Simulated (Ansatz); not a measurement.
Level of theory: B3LYP-D3(BJ)/def2-TZVP (Ansatz, an electronic-structure program). No frequencies were computed at this level.

Ansatz 0.2 input:
```yaml
crystal:
  periodic: [false, false, false]
  atoms:
    - { symbol: N, position_ang: [-1.087994, -0.037693, 0.083028] }
    - { symbol: Al, position_ang: [0.672239, 0.025215, -0.05166] }
    - { symbol: I, position_ang: [1.967882, -2.124758, -0.104386] }
    - { symbol: I, position_ang: [1.809915, 2.259413, -0.184365] }
    - { symbol: H, position_ang: [-1.714619, 0.757438, 0.109519] }
    - { symbol: H, position_ang: [-1.647424, -0.879615, 0.147864] }
basis:
  gaussian: { orbitals: def2-tzvp }
hamiltonian:
  xc: b3lyp
  dispersion: d3bj
relax:
  max_steps: 150
```

Output:

```
Functional definition: B3LYP
1324 factors; their error is unknown
mean field evaluation 1: about -24323.7099 eV, gradient 6.8e1 eV
mean field evaluation 2: about -24290.3296 eV, gradient 1.2e2 eV
mean field evaluation 4: about -24332.2033 eV, gradient 8.4e0 eV
mean field evaluation 8: about -24332.3312 eV, gradient 6.7e-2 eV
mean field evaluation 16: about -24332.7819 eV, gradient 4.8e-5 eV
mean field -24332.78187364 eV, -894.2132405045 hartree, gradient 4.8e-5 eV, S^2 0.000000; 0 other end points of the search recorded, 0 dependent functions left out
reference -24332.78211960 eV, -894.2132495432 hartree; 36, 36 occupied and 144, 144 virtual orbitals, 1324 factors
relax step   1: F+E_penalty+E_count = -24333.12504709 eV  Δ(F+E_penalty+E_count) = +0.000e0 eV  max|allowed force component| = 3.909e-1 eV/Å  Δτ_max = 0.0000 Å  (28 SCF iters, accepted)
these checks for a lower state are left out or cut short: starts, cluster_reference, orbital_swaps, neighbouring_geometries, increment
1324 factors; their error is unknown
mean field -24332.79156407 eV, -894.2135966212 hartree, gradient 8.3e-6 eV, S^2 0.000000; 0 other end points of the search recorded, 0 dependent functions left out
reference -24332.79180770 eV, -894.2136055743 hartree; 36, 36 occupied and 144, 144 virtual orbitals, 1324 factors
relax step   2: F+E_penalty+E_count = -24333.14565568 eV  Δ(F+E_penalty+E_count) = -2.061e-2 eV  max|allowed force component| = 3.490e-1 eV/Å  Δτ_max = 0.0671 Å  (32 SCF iters, accepted)
these checks for a lower state are left out or cut short: starts, cluster_reference, orbital_swaps, neighbouring_geometries, increment
1324 factors; their error is unknown
mean field -24332.80171814 eV, -894.2139697764 hartree, gradient 8.0e-6 eV, S^2 0.000000; 0 other end points of the search recorded, 0 dependent functions left out
reference -24332.80196230 eV, -894.2139787490 hartree; 36, 36 occupied and 144, 144 virtual orbitals, 1324 factors
relax step   3: F+E_penalty+E_count = -24333.15280509 eV  Δ(F+E_penalty+E_count) = -7.149e-3 eV  max|allowed force component| = 1.272e-1 eV/Å  Δτ_max = 0.0229 Å  (33 SCF iters, accepted)
these checks for a lower state are left out or cut short: starts, cluster_reference, orbital_swaps, neighbouring_geometries, increment
1324 factors; their error is unknown
mean field evaluation 32: about -24332.3532 eV, gradient 1.1e0 eV
mean field -24332.80251657 eV, -894.2139991179 hartree, gradient 7.9e-6 eV, S^2 0.000000; 0 other end points of the search recorded, 0 dependent functions left out
reference -24332.80276072 eV, -894.2140080905 hartree; 36, 36 occupied and 144, 144 virtual orbitals, 1324 factors
relax step   4: F+E_penalty+E_count = -24333.15360612 eV  Δ(F+E_penalty+E_count) = -8.010e-4 eV  max|allowed force component| = 1.992e-1 eV/Å  Δτ_max = 0.0121 Å  (33 SCF iters, accepted)
these checks for a lower state are left out or cut short: starts, cluster_reference, orbital_swaps, neighbouring_geometries, increment
1324 factors; their error is unknown
mean field -24332.80268224 eV, -894.2140052061 hartree, gradient 7.9e-6 eV, S^2 0.000000; 0 other end points of the search recorded, 0 dependent functions left out
reference -24332.80292636 eV, -894.2140141777 hartree; 36, 36 occupied and 144, 144 virtual orbitals, 1324 factors
relax step   5: F+E_penalty+E_count = -24333.15399044 eV  Δ(F+E_penalty+E_count) = -3.843e-4 eV  max|allowed force component| = 1.435e-2 eV/Å  Δτ_max = 0.0050 Å  (33 SCF iters, accepted)
these checks for a lower state are left out or cut short: starts, cluster_reference, orbital_swaps, neighbouring_geometries, increment
1324 factors; their error is unknown
mean field -24332.80276153 eV, -894.2140081203 hartree, gradient 7.9e-6 eV, S^2 0.000000; 0 other end points of the search recorded, 0 dependent functions left out
reference -24332.80300564 eV, -894.2140170912 hartree; 36, 36 occupied and 144, 144 virtual orbitals, 1324 factors
relax step   6: F+E_penalty+E_count = -24333.15401845 eV  Δ(F+E_penalty+E_count) = -2.802e-5 eV  max|allowed force component| = 1.016e-3 eV/Å  Δτ_max = 0.0046 Å  (34 SCF iters, accepted)
1324 factors; their error is unknown
mean field evaluation 64: about -24332.3518 eV, gradient 1.5e0 eV
mean field -24332.80276153 eV, -894.2140081203 hartree, gradient 7.9e-6 eV, S^2 0.000000; 1 other end points of the search recorded, 0 dependent functions left out
reference -24332.80300564 eV, -894.2140170912 hartree; 36, 36 occupied and 144, 144 virtual orbitals, 1324 factors
Total energy: -24333.15426256 eV, -894.2269255449 hartree
Atom 0 at    -1.088022    -0.038716     0.083218 Å, force     0.001016    -0.000144    -0.000097 eV/Å
Atom 1 at     0.659759     0.023550    -0.050459 Å, force     0.000524     0.000070    -0.000029 eV/Å
Atom 2 at     1.948294    -2.083546    -0.102774 Å, force    -0.000792    -0.000145     0.000232 eV/Å
Atom 3 at     1.789220     2.216637    -0.183059 Å, force    -0.000907     0.000069    -0.000106 eV/Å
Atom 4 at    -1.685586     0.772524     0.110161 Å, force     0.000181     0.000405     0.000426 eV/Å
Atom 5 at    -1.623666    -0.890449     0.142913 Å, force    -0.000022    -0.000254    -0.000426 eV/Å
Dipole moment:    -0.416736    -0.014810     0.031861 e Å
```

Cost: roughly 90 core-seconds.
